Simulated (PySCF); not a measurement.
C2H10BNSi, SMILES CB(C)N[SiH3], GFN2-xTB optimised geometry.

```
15

Si     0.77    -0.31     0.00
N      0.32    -1.12     1.48
B     -0.95    -1.35     2.04
C     -1.07    -2.13     3.41
C     -2.23    -0.82     1.29
H      0.25     1.05     0.00
H      2.23    -0.31     0.00
H      0.25    -1.05    -1.15
H      1.10    -1.48     2.01
H     -1.66    -1.57     4.13
H     -1.60    -3.08     3.27
H     -0.12    -2.36     3.88
H     -2.20    -1.03     0.22
H     -2.30     0.27     1.38
H     -3.16    -1.23     1.68
```

Density from CAM-B3LYP/def2-TZVP run with PySCF at that geometry.

Minimum of the electron density along straight lines between bonded atoms, close to the bond critical point (lines longer than 1.1 times the sum of covalent radii, or with two minima, are not listed):

```
bond    length / Å  ρ at the minimum / e bohr⁻³  ∇²ρ there / e bohr⁻⁵  position (fraction from the first atom)
------  ----------  ---------------------------  --------------------  ---------------------------------------
Si1–N2       1.740                        0.130                  0.50                                     0.40
N2–B3        1.405                          [?]                   [?]                                     0.67
B3–C4        1.588                        0.184                 -0.33                                     0.33
B3–C5        1.585                        0.185                 -0.33                                     0.33
Si1–H6       1.465                        0.127                  0.17                                     0.49
Si1–H7       1.465                        0.126                  0.17                                     0.49
Si1–H8       1.466                        0.126                  0.17                                     0.49
N2–H9        1.010                          [?]                 -1.63                                     0.73
C4–H10       1.089                        0.273                 -0.91                                     0.64
C4–H11       1.089                        0.272                 -0.91                                     0.64
C4–H12       1.089                        0.275                 -0.92                                     0.63
C5–H13       1.088                        0.274                 -0.91                                     0.63
C5–H14       1.089                        0.271                 -0.90                                     0.64
C5–H15       1.087                        0.276                 -0.94                                     0.64
```

Problem. Some entries are withheld; supply them.

Solution. 
- N2–B3, ρ at the minimum / e bohr⁻³: 0.211
- N2–B3, ∇²ρ there / e bohr⁻⁵: 0.54
- N2–H9, ρ at the minimum / e bohr⁻³: 0.336
